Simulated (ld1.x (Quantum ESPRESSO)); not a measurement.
Before and after: TM semilocal potential for N (Z = 7)

ld1.x (Quantum ESPRESSO) 7.5 input, shortened:

```
&input
   title='N', zed=7., rel=0, dft='REVPBE', iswitch=3,
   config='[He] 2s2 2p1.5'
 /
 &inputp
   pseudotype=1, tm=.true., lloc=0,
   nlcc=.true., new_core_ps=.true.
 /
2
2P  2  1   1.50   0.00  1.00  1.00  0.0
2S  1  0   2.00   0.00  1.10  1.10  0.0
 &test
   configts(1)='2s2 2p1.5'
 /
```

Change: wave 2p (bound): rc 1.00 bohr becomes 2p (bound): rc 1.14 bohr.

Cutoffs: the cutoffs (Ry, on a coarse ladder) from which the occupation-weighted sum of valence levels, in a spherical-Bessel basis at the reference potential, stays within 10 and 1 mRy of its value at 400 Ry; they do not see the model core or the augmentation charge, which bear on the density cutoff. Errors are all-electron minus pseudo energies relative to the spin-unpolarised reference configuration.

What does the change do?

The potential gets neither clearly harder nor softer (90 Ry and 120 Ry → 80 Ry and 120 Ry); of the 7 tests that both files solve, the error grows in 7 and shrinks in 0 by more than 15 % and 0.3 meV (median size 10.6 → 13.8 meV); neither file shows a bound ghost. More of the atom is replaced by a form fitted at one configuration, so other configurations suffer. A semilocal file is local in each channel, so a ghost entry of none says nothing of the separable form that plane-wave codes build from it.

| quantity | base | changed |
| --- | --- | --- |
| cutoff, loose | 90 Ry | 80 Ry |
| cutoff, tight | 120 Ry | 120 Ry |
| loose cutoff by channel (10 mRy a level) | p 80 Ry, s 40 Ry | p 70 Ry, s 40 Ry |
| bound ghosts | none | none |
| error for 2s2 2p3, meV [ΔE -25.84 eV] | +11 | +14 |
| error for 2s2 2p2, meV [ΔE -12.29 eV] | +2.7 | +3.8 |
| error for 2s2 2p1, meV [ΔE 16.50 eV] | +5.4 | +7.9 |
| error for 2s1 2p0, meV [ΔE 141.27 eV] | +181 | +257 |
| error for 2s2 2p0, meV [ΔE 63.47 eV] | +90 | +133 |
| error for 2s2 2p2.5, meV [ΔE -20.77 eV] | +7.2 | +9.8 |
| error for 2s2 2p3.3, meV [ΔE -27.44 eV] | +12 | +15 |
